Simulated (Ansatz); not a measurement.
Geometry optimisation, RKS PBE/def2-SVP (Ansatz 0.2.0).

input.yaml

```yaml
crystal:
  periodic: [false, false, false]
  atoms:
    - { symbol: B, position_ang: [0.0, 0.0, 0.0] }
    - { symbol: "N", position_ang: [0.0, 0.0, 1.55] }
    - { symbol: H, position_ang: [-0.877, -0.2713, 2.08] }
    - { symbol: H, position_ang: [0.877, 0.2713, 2.08] }
    - { symbol: O, position_ang: [1.2211, 0.0, -0.705] }
    - { symbol: H, position_ang: [1.5209, -0.9519, -0.8599] }
    - { symbol: O, position_ang: [-1.2211, 0.0, -0.705] }
    - { symbol: H, position_ang: [-1.7308, -0.8467, -0.4965] }
basis:
  gaussian: { orbitals: def2-SVP }
hamiltonian:
  xc: pbe
relax:
  f_tol: 0.02
  max_steps: 40
```

Launched with:

```bash
$ ansatz run input.yaml --threads 1 --pin off --max-ram 2048MiB --backend cpu --events-out ev --progress --plain --runs-dir out
```

Where does it end, and by what steps?

The run converged. After 8 steps the energy has fallen by 1.120 eV; H6 moved furthest, 0.74 Å.

| step | energy less start (eV) | largest force component (eV/Å) | accepted |
| --- | --- | --- | --- |
| 0 | 0.0000 | 2.493 | yes |
| 1 | -0.4721 | 1.412 | yes |
| 2 | -0.6251 | 2.054 | yes |
| 3 | -0.8611 | 1.128 | yes |
| 4 | -1.0300 | 0.511 | yes |
| 5 | -1.1068 | 0.237 | yes |
| 6 | -1.1188 | 0.111 | yes |
| 7 | -1.1198 | 0.033 | yes |
| 8 | -1.1201 | 0.009 | yes |

```xyz
8
Properties=species:S:1:pos:R:3
B 0.100 -0.259 0.123
N -0.060 -0.015 1.516
H -0.950 0.012 2.007
H 0.745 0.179 2.108
O 1.378 -0.235 -0.403
H 1.345 -0.425 -1.356
O -0.951 -0.522 -0.746
H -1.817 -0.533 -0.306
```

Whether the end is a true minimum wasn't checked by a vibrational analysis.

Time of the run: 17 s on 1 thread of Arm Neoverse V2 (shared host), peak memory 0.13 GiB.
